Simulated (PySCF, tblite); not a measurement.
Compound: C7H8F3P.
SMILES with atom numbers: `[CH:1]#[C:2][P:3]([CH2:4][C:5]([F:6])([F:7])[F:8])[CH:9]1[CH2:10][CH2:11]1` (hydrogens: H12 on C1; H13, H14 on C4; H15 on C9; H16, H17 on C10; H18, H19 on C11)

Computed geometry: GFN2-xTB, gas phase.

(1) Give the optimised bond lengths and angles.

## Answers

(1) 
| bond | length (Å) | order |
| --- | --- | --- |
| C1≡C2 | 1.202 | triple |
| C2–P3 | 1.769 | single |
| P3–C4 | 1.886 | single |
| C4–C5 | 1.505 | single |
| C5–F6, C5–F7, C5–F8 | 1.343 | single |
| P3–C9 | 1.835 | single |
| C9–C10, C9–C11 | 1.504 | single |
| C10–C11 | 1.490 | single |
| C1–H12 | 1.051 | single |
| C4–H13, C4–H14 | 1.093 | single |
| C9–H15 | 1.086 | single |
| C10–H16, C11–H19 | 1.079 | single |
| C10–H17, C11–H18 | 1.081 | single |

Bonds in one row agree within 0.01 Å and their mean is given. Orders are formal, as drawn. A selection of angles:
| angle | degrees |
| --- | --- |
| C1–C2–P3 | 173.3 |
| C2–P3–C4 | 94.4 |
| C2–P3–C9 | 97.4 |
| C4–P3–C9 | 98.2 |
| P3–C4–C5 | 109.5 |
| C4–C5–F6 | 112.7 |
| C4–C5–F7 | 112.3 |
| F6–C5–F7 | 106.3 |
| P3–C9–C10 | 117.8 |
| C10–C9–C11 | 59.4 |
| C9–C10–C11 | 60.3 |

Torsions: C2–P3–C4–C5 -171° (antiperiplanar); P3–C4–C5–F6 82° (synclinal); C2–P3–C9–C10 -163° (antiperiplanar); P3–C9–C10–C11 107° (anticlinal); P3–C9–C11–C10 -108° (anticlinal). The mirror-image conformer, all signs reversed, is as good.

The 5 C–C bonds span 1.202 Å (C1≡C2, drawn triple) to 1.505 Å (C4–C5, drawn single), a spread of 0.303 Å. Of the pairs four or more bonds apart, F6···C9 is among the closest relative to their van der Waals radii: 3.06 Å, 96 % of the sum of Bondi's values. The 3-membered ring C9–C10–C11 has internal angles of 59.4° to 60.3°. The C–P distances run from 1.769 Å (C2–P3, drawn single) to 1.886 Å (P3–C4, drawn single), a spread of 0.117 Å. All 3 C–F bonds measure 1.342 to 1.345 Å. P3 (phosphine phosphorus) is pyramidal (angles 98.2°, 97.4° and 94.4°, sum 290.0°, 0.92 Å off the plane of its three neighbours).

Point group: C1 (no symmetry element, even within 0.4 Å). Its GFN2-xTB frequencies are all real (lowest 24 cm⁻¹). The numbers are those of one conformer.
